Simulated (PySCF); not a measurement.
# Property card for `N1(CCCC1)[Si@@H](O[SiH3])C`

C5H15NOSi2.
Numbering: `[CH3:1][Si@H:2]([O:3][SiH3:4])[N:5]1[CH2:6][CH2:7][CH2:8][CH2:9]1` (hydrogens: H10, H11, H12 on C1; H13 on Si2; H14, H15, H16 on Si4; H17, H18 on C6; H19, H20 on C7; H21, H22 on C8; H23, H24 on C9)

Structural features include: Si–H bond, siloxane link and C–Si bond.

GFN2-xTB geometry:

```
Point group of the GFN2-xTB geometry                  : C1
Rotational constants A, B, C of the GFN2-xTB geometry : 1.771, 0.731, 0.573 GHz
```

From PBE0/pcSseg-1 ground state and GIAO shieldings, non-relativistic (PySCF):

```
Dipole moment                                               : 1.51 D
HOMO energy                                                 : -6.08 eV
LUMO energy                                                 : 0.54 eV
HOMO–LUMO gap                                               : 6.62 eV
Lowest Hirshfeld atomic charge                              : -0.30 e on O3
Highest Hirshfeld atomic charge                             : +0.44 e on Si2
13C chemical shifts (computed TMS as zero) by class         : 49.1 (C6/C9), 30.6 (C7/C8), 0.3 (C1) ppm
1H chemical shifts (computed TMS as zero) by class          : 5.22 (H13), 5.17 (H14/H15/H16), 3.22 (H18/H24), 3.17 (H17/H23), 1.89 (H20/H22), 1.77 (H19/H21), 0.18 (H10/H11/H12) ppm
Isotropic shieldings of nuclei other than C and H, by class : 220 (N5), 306 (O3), 373 (Si2), 396 (Si4) ppm
Mayer bond orders between heavy atoms                       : C1–Si2 0.92, Si2–O3 0.91, O3–Si4 0.94, Si2–N5 0.97, N5–C6 0.92, C6–C7 1.03, C7–C8 1.04, C8–C9 1.02, C9–N5 0.94
```

Monoisotopic mass from the formula: 161.0692 u.

The rotational constants make it an asymmetric top with κ = (2B − A − C)/(A − C) = -0.74, nearer the prolate limit (−1). A dipole of 1.51 D is allowed in C1, and pure rotational transitions are dipole-allowed. The dipole equals about 5.0 × 10⁻³⁰ C·m (1 D = 3.33564 × 10⁻³⁰ C·m). With B = h/(8π²I), that is 505.379 GHz u Å² over I, the principal moments of inertia are 285.4, 691.6 and 882.6 u Å² (most abundant isotopes).

Geometry: GFN2-xTB, one conformer, isolated molecule. GFN2-xTB frequencies show an imaginary mode (33i cm⁻¹), so this geometry is no minimum at that level. NMR classes are plain means over equivalent atoms (diastereotopic ones count apart unless rotation or inversion swaps them), as if these changed places fast; in this geometry the members of some classes differ.

For the NMR shielding job (PBE0/pcSseg-1), the run took 2.0 min of wall time (with the writing of density and orbital grids) on one thread, Arm Neoverse N1, on a shared host.
